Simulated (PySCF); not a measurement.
## Correlation energy of Mg(3+) (magnesium, charge +3)

[He] 2s2 2p5, 2P determinant. All numbers are calculated (PySCF 2.14, scalar relativity by spin-free X2C-1e, in cc-pVDZ-DK). Frozen: [He] 2s2; 5 electrons correlated.

Total MP2 correlation energy: -0.40 mhartree.

Same-spin part -0.09 and opposite-spin part -0.31 mhartree; SCS-MP2 scales them by 1/3 and 6/5 to -0.40 mhartree.

| level | correlation energy (mhartree) |
| --- | --- |
| CCSD | -0.42 |
| (T) | 0.00 |
| CCSD(T) | -0.42 |

Diagnostics: T1 = 0.00021, D1 = 0.0003, largest double amplitude 0.002.

Cost of the coupled-cluster step: 0.08 s of wall time on 1 thread of Neoverse-V1 (shared host), for 5 correlated electrons.
